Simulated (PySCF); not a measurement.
## Energy of Sn (tin, neutral) between two integer charges

The 5p alpha orbital of [Kr] 4d10 5s2 5p2 is emptied in steps (occupation f), with all orbitals relaxed, ending at [Kr] 4d10 5s2 5p1. Calculation: PySCF 2.14, in aug-cc-pVDZ-PP with ECP28MDF (5s4p3d, 32 functions); scalar relativity through the core potential. The exact energy is a straight line in f; departures are measured from the line between the end points of the same method.

Question: Among UHF, LDA, PBE, PBE0, r2SCAN, LC-wPBE, BHandHLYP, wB97X, HSE06, which shows the largest delocalisation error (convex curve), and which is closest to linear?

Answer: Most convex: LDA (-0.830 eV at f = 0.5); closest to linear: LC-wPBE (0.011 eV).

| f | UHF (eV) | LDA (eV) | PBE (eV) | PBE0 (eV) | r2SCAN (eV) | LC-wPBE (eV) | BHandHLYP (eV) | wB97X (eV) | HSE06 (eV) |
| --- | --- | --- | --- | --- | --- | --- | --- | --- | --- |
| 1 | 0.000 | 0.000 | 0.000 | 0.000 | 0.000 | 0.000 | 0.000 | 0.000 | 0.000 |
| 0.9 | 0.036 | -0.294 | -0.285 | -0.206 | -0.270 | 0.002 | -0.135 | -0.021 | -0.243 |
| 0.7 | 0.081 | -0.692 | -0.669 | -0.481 | -0.628 | 0.007 | -0.315 | -0.052 | -0.568 |
| 0.5 | 0.094 | -0.830 | -0.800 | -0.573 | -0.741 | 0.011 | -0.376 | -0.066 | -0.678 |
| 0.3 | 0.077 | -0.701 | -0.674 | -0.480 | -0.615 | 0.012 | -0.317 | -0.060 | -0.570 |
| 0.1 | 0.033 | -0.301 | -0.289 | -0.205 | -0.260 | 0.007 | -0.136 | -0.027 | -0.244 |
| 0 | 0.000 | 0.000 | 0.000 | 0.000 | 0.000 | 0.000 | 0.000 | 0.000 | 0.000 |

| method | E(f=0) − E(f=1) (eV) | −ε at f=1 (eV) | −ε at f=0.5 (eV) |
| --- | --- | --- | --- |
| UHF | 6.858 | 7.257 | 6.847 |
| LDA | 7.416 | 4.161 | 7.392 |
| PBE | 7.265 | 4.109 | 7.251 |
| PBE0 | 7.310 | 5.026 | 7.313 |
| r2SCAN | 7.410 | 4.403 | 7.449 |
| LC-wPBE | 7.384 | 7.404 | 7.399 |
| BHandHLYP | 7.172 | 5.681 | 7.167 |
| wB97X | 7.100 | 6.871 | 7.078 |
| HSE06 | 7.312 | 4.623 | 7.306 |

Reference removal energy between the ground levels: 7.344 eV (measured; NIST Atomic Spectra Database, ionization energies). The calculation has no spin-orbit coupling. UHF lacks correlation.
